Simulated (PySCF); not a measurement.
Polarisability and C₆ of Ru⁴²⁺ (ruthenium, charge +42)

1s2, closed-shell 1S. All numbers are calculated (PySCF 2.14, no relativity, point nucleus, in an uncontracted even-tempered set (15 s from 76 bohr⁻², ratio 2.2; 7 p from 110 bohr⁻², ratio 2.4; 4 d from 340 bohr⁻², ratio 2.4; 3 f from 520 bohr⁻², ratio 2.4; 3 g from 770 bohr⁻², ratio 2.4)). Coupled (time-dependent) response in atomic units; α is the mean over directions.

| method | mean α (bohr³) | C₆ (like pair) | S(−4) |
| --- | --- | --- | --- |
| UHF | 2.481e-06 | 3.756e-09 | 4.061e-12 |
| PBE0 | 2.490e-06 | 3.773e-09 | 4.095e-12 |

S(−4) is the Cauchy moment in α(ω) = α(0) + S(−4) ω² + …

α(iu) at PBE0:

| u (hartree) | α(iu) (bohr³) |
| --- | --- |
| 0 | 2.489e-06 |
| 80.0 | 2.464e-06 |
| 160 | 2.389e-06 |
| 320 | 2.135e-06 |
| 480 | 1.820e-06 |
| 640 | 1.516e-06 |
| 800 | 1.254e-06 |
| 1200 | 7.963e-07 |
| 1600 | 5.340e-07 |
| 2400 | 2.799e-07 |
| 4000 | 1.130e-07 |

A single London oscillator, α(iu) = α/(1 + u²/ω²), gives C₆ = (3/4) ω α². Matching the computed C₆ needs ω = 4 × 3.773e-09 / (3 × 2.490e-06²) = 811 hartree.

For an ion, C₆ is the dispersion term alone; charge-induced terms of lower order in 1/R come first.

A non-relativistic calculation at this Z misses sizeable relativistic shifts.
